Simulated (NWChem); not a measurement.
C₂H₅FSi; SMILES F/C=C\[SiH3]

Computed with NWChem. Pople sets run with spherical d functions. Coordinates come from a PBE0/def2-SVP optimisation. Total energies compare along this basis series because the functional is fixed.

| level | basis functions | energy (Ha) | highest occupied level (eV) | orbital gap (eV) | dipole (D) | relative time |
|---|---|---|---|---|---|---|
| TPSS/STO-3G | 29 | -462.8333 | -3.27 | 5.96 | 0.37 | 1 |
| TPSS/3-21G | 50 | -466.0543 | -6.27 | 5.48 | 1.51 | 1 |
| TPSS/6-31G* | 70 | -468.5434 | -6.27 | 5.35 | 1.51 | 3 |
| TPSS/6-31+G* | 86 | -468.5561 | -6.59 | 5.31 | 1.55 | 5 |
| TPSS/6-311G** | 110 | -468.6257 | -6.52 | 5.30 | 1.50 | 5 |
| TPSS/6-311++G** | 131 | -468.6308 | -6.65 | 5.27 | 1.50 | 10 |

The last column is a rough cost ratio, cheapest run = 1.
